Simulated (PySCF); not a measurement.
gallium atom (Ga), doublet; R2SCAN/6-31G (PySCF).

The PySCF input:
```python
from pyscf import gto, scf, dft

mol = gto.M(
    atom='''
Ga    0.000000    0.000000    0.000000
''',
    basis='6-31g',
    charge=0,
    spin=1,
    verbose=4,
)

mf = dft.UKS(mol)
mf.xc = 'r2scan'
mf.grids.atom_grid = (99, 590)
mf.kernel()
mf.analyze()
```

It wrote (shortened):

```
PySCF version 2.14.0

[INPUT] verbose = 4
[INPUT] num. atoms = 1
[INPUT] num. electrons = 31
[INPUT] charge = 0
[INPUT] spin (= nelec alpha-beta = 2S) = 1
[INPUT] symmetry False subgroup None
[INPUT] Mole.unit = angstrom
[INPUT] Symbol           X                Y                Z      unit          X                Y                Z       unit  Magmom
[...]
nuclear repulsion = 0
number of shells = 11
number of NR pGTOs = 90
number of NR cGTOs = 27
basis = 6-31g
ecp = {}

******** <class 'pyscf.dft.uks.UKS'> ********
method = UKS
initial guess = minao
damping factor = 0
level_shift factor = 0
DIIS = <class 'pyscf.scf.diis.CDIIS'>
diis_start_cycle = 1
diis_space = 8
diis_damp = 0
SCF conv_tol = 1e-09
SCF conv_tol_grad = None
SCF max_cycles = 50
direct_scf = True
direct_scf_tol = 1e-13
number electrons alpha = 16  beta = 15
XC library pyscf.dft.libxc version 7.1.2
    S. Lehtola, C. Steigemann, M. J. T. Oliveira, and M. A. L. Marques,  SoftwareX 7, 1–5 (2018)
XC functionals = r2scan
    J. W. Furness, A. D. Kaplan, J. Ning, J. P. Perdew, and J. Sun,  J. Phys. Chem. Lett. 11, 8208–8215 (2020)
    J. W. Furness, A. D. Kaplan, J. Ning, J. P. Perdew, and J. Sun,  J. Phys. Chem. Lett. 11, 9248–9248 (2020)
    J. W. Furness, A. D. Kaplan, J. Ning, J. P. Perdew, and J. Sun,  J. Phys. Chem. Lett. 11, 8208–8215 (2020)
    J. W. Furness, A. D. Kaplan, J. Ning, J. P. Perdew, and J. Sun,  J. Phys. Chem. Lett. 11, 9248–9248 (2020)
radial grids:
    Treutler-Ahlrichs [JCP 102, 346 (1995); DOI:10.1063/1.469408] (M4) radial grids

becke partition: Becke, JCP 88, 2547 (1988); DOI:10.1063/1.454033
pruning grids: <function nwchem_prune>
grids dens level: 3
symmetrized grids: False
atomic radii adjust function: <function treutler_atomic_radii_adjust>
User specified grid scheme (99, 590)
small_rho_cutoff = 0
Set gradient conv threshold to 3.16228e-05
tot grids = 28896
init E= -1923.8749122597

cycle= 1 E= -1924.42346995174  delta_E= -0.549  |g|= 0.0992  |ddm|= 0.686
cycle= 2 E= -1924.42346524741  delta_E= 4.7e-06  |g|= 0.105  |ddm|= 0.0726
cycle= 3 E= -1924.42517338416  delta_E= -0.00171  |g|= 0.0015  |ddm|= 0.0373
cycle= 4 E= -1924.42517618925  delta_E= -2.81e-06  |g|= 0.000228  |ddm|= 0.00748
cycle= 5 E= -1924.42517635311  delta_E= -1.64e-07  |g|= 3.23e-05  |ddm|= 0.00238
cycle= 6 E= -1924.42517635431  delta_E= -1.2e-09  |g|= 3.92e-06  |ddm|= 0.000188
cycle= 7 E= -1924.42517635433  delta_E= -2.43e-11  |g|= 7.39e-07  |ddm|= 2.31e-05
Extra cycle  E= -1924.42517635435  delta_E= -1.61e-11  |g|= 7.4e-07  |ddm|= 1.83e-05
converged SCF energy = -1924.42517635435  <S^2> = 0.75017528  2S+1 = 2.0001753
**** SCF Summaries ****
Total Energy =                       -1924.425176354349787
Nuclear Repulsion Energy =               0.000000000000000
One-electron Energy =                -2685.077965184041204
Two-electron Energy =                  760.652788829691417
Two-electron Coulomb Energy =          835.738298318065290
DFT Exchange-Correlation Energy =      -75.085509488373859
**** MO energy ****
                             alpha | beta                alpha | beta
[...]
To work with the spin densities directly, `use mulliken_meta_spin()` only printing them here.

 ** Mulliken spin pop alpha/beta on meta-lowdin orthogonal AOs **
 ** Mulliken Spin Density (per AO)  **
spin_pop of  0 Ga 1s       -0.00000
spin_pop of  0 Ga 2s        0.00000
spin_pop of  0 Ga 3s        0.00003
spin_pop of  0 Ga 4s       -0.00053
spin_pop of  0 Ga 5s        0.00052
spin_pop of  0 Ga 2px       0.00000
spin_pop of  0 Ga 2py       0.00000
spin_pop of  0 Ga 2pz       0.00000
spin_pop of  0 Ga 3px       0.00004
spin_pop of  0 Ga 3py      -0.00000
spin_pop of  0 Ga 3pz       0.00000
spin_pop of  0 Ga 4px       0.93780
spin_pop of  0 Ga 4py       0.00442
spin_pop of  0 Ga 4pz       0.04738
spin_pop of  0 Ga 5px       0.00981
spin_pop of  0 Ga 5py       0.00005
spin_pop of  0 Ga 5pz       0.00050
spin_pop of  0 Ga 3dxy      0.00001
spin_pop of  0 Ga 3dyz      0.00000
spin_pop of  0 Ga 3dz^2     0.00001
spin_pop of  0 Ga 3dxz      0.00001
spin_pop of  0 Ga 3dx2-y2    0.00001
spin_pop of  0 Ga 4dxy     -0.00001
spin_pop of  0 Ga 4dyz     -0.00000
spin_pop of  0 Ga 4dz^2    -0.00001
spin_pop of  0 Ga 4dxz     -0.00001
spin_pop of  0 Ga 4dx2-y2   -0.00002
 ** Mulliken Spin Density (per atom)  **
spin density of  0 Ga =      1.00000
 ** Mulliken pop alpha/beta on meta-lowdin orthogonal AOs **
 ** Mulliken pop       alpha | beta **
[...]
In total            16.00000 | 15.00000
 ** Mulliken atomic charges   ( Nelec_alpha | Nelec_beta ) **
charge of  0Ga =     -0.00000  (    16.00000     15.00000 )
Dipole moment(X, Y, Z, Debye): -0.00000,  0.00000, -0.00000
```
